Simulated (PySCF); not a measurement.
COSe.
Geometry (PBE0-D3(BJ)/def2-SVP, Å), atoms numbered from 1 in this order:
```
atom  x, y, z in Å
O1    -1.1469    0.7694   -0.0135
C2    -0.1469    0.1933   -0.0112
Se3    1.3320   -0.6596   -0.0079
```

Computed, not measured: PySCF 2.14.0, PBE0-D3(BJ)/def2-SVP geometry optimisation, gas phase.

Masses are those of the commonest isotopes; rigid-rotor values at the optimised geometry. 

Question: What are the moment of inertia and the rotational constant?

Answer: I = 125.250 u·Å², B = 505379 MHz·u·Å²/I = 4035 MHz (0.1346 cm⁻¹, or 0.194 K as hB/k).

Question: List the first levels of a rigid rotor in a Σ state.

Answer: E(J) = BJ(J+1): J = 1: 0.269, J = 2: 0.808, J = 3: 1.615, J = 4: 2.692, J = 5: 4.038, J = 6: 5.653 cm⁻¹.

Question: Where do the first rotational lines fall?

Answer: The dipole is 0.69 D; J+1 ← J lies at 2B(J+1): 1 ← 0 at 8.07 GHz, 2 ← 1 at 16.14 GHz, 3 ← 2 at 24.21 GHz, 4 ← 3 at 32.28 GHz, 5 ← 4 at 40.35 GHz, 6 ← 5 at 48.42 GHz.

Question: Estimate the classical rotational partition function at 10 K, 100 K and 298.15 K.

Answer: Point group C∞v, symmetry number σ = 1; q = kT/(σhB), k/h = 20836.6 MHz/K: 51.6 at 10 K, 516 at 100 K, 1540 at 298.15 K.

No PBE0-D3(BJ)/def2-SVP frequencies stand behind this structure, so it isn't proved a minimum. No vibrational averaging or centrifugal distortion is included, and the geometry carries the error of its method.
